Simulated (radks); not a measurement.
Problem. Dy XVIII, 49 electrons, occupied as [Kr] 4d10 4f3. All-electron calculation, Dirac Kohn-Sham, relativistic LDA (MacDonald-Vosko exchange, VWN5 correlation), spin-unpolarised, spherical densities, finite nucleus; open shells fill j = l - 1/2 first; Fermi nuclear charge, rms radius 5.2218 fm. Program: a radial shooting solver on a logarithmic mesh with Libxc functionals. Some entries of the table are withheld. Estimate them.

orbital,occ.,eigenvalue (Ry),r(max) (bohr),<r> (bohr)
1s1/2,2,(1),0.01344,0.02121
2s1/2,2,-681.9616,0.07651,0.08955
2p1/2,2,-650.7683,0.05757,(2)
2p3/2,4,-592.6403,0.06358,(3)
3s1/2,2,-175.1793,0.2164,0.2347
3p1/2,2,-161.4395,0.2036,0.2242
3p3/2,4,-149.3421,0.2162,0.2374
3d3/2,4,-125.5085,(4),0.2097
3d5/2,6,-122.8552,(5),0.2138
4s1/2,2,-57.18855,0.4902,0.5182
4p1/2,2,-51.67034,0.4916,0.5243
4p3/2,4,-48.73236,0.5167,0.5506
4d3/2,4,(6),0.5152,0.5642
4d5/2,6,(7),0.5229,0.5724
4f5/2,3,(8),0.4780,0.5902
4f7/2,0,(9),0.4811,0.5937

Solution. 
(1) 1s1/2 eigenvalue (Ry): -3942.864
(2) 2p1/2 <r> (bohr): 0.07460
(3) 2p3/2 <r> (bohr): 0.08163
(4) 3d3/2 r(max) (bohr): 0.1710
(5) 3d5/2 r(max) (bohr): 0.1745
(6) 4d3/2 eigenvalue (Ry): -39.50799
(7) 4d5/2 eigenvalue (Ry): -38.93689
(8) 4f5/2 eigenvalue (Ry): -27.60580
(9) 4f7/2 eigenvalue (Ry): -27.49247
